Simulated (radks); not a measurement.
The numbers below are computed, except where a source is named.
Problem. Species: S2+. Configuration: [Ne] 3s2 3p(up 1.75, down 0.25) (fractional occupations, a model configuration). Code: a radial shooting solver on a logarithmic mesh with Libxc functionals. Model: scalar-relativistic Kohn-Sham, PBE, spin-polarised, spherical densities, finite nucleus; Fermi nuclear charge, rms radius 3.2611 fm. Some entries of the table are withheld. Estimate them.

orbital,occ.,eigenvalue (hartree),<r> (bohr),<1/r> (bohr^-1)
1s up,1,-89.38906,0.09688,15.66
1s down,1,-89.37966,0.09687,15.66
2s up,1,-8.72619,0.4785,3.068
2s down,1,-8.71681,0.4784,3.067
2p up,3,-6.70203,0.4418,(1)
2p down,3,-6.68908,0.4417,(2)
3s up,1,-1.47916,(3),0.8723
3s down,1,-1.40432,(4),0.8732
3p up,1.75,-1.05818,1.757,0.7665
3p down,0.25,-0.98616,1.778,0.7610

Solution. 
(1) 2p up <1/r> (bohr^-1): 2.962
(2) 2p down <1/r> (bohr^-1): 2.962
(3) 3s up <r> (bohr): 1.575
(4) 3s down <r> (bohr): 1.580
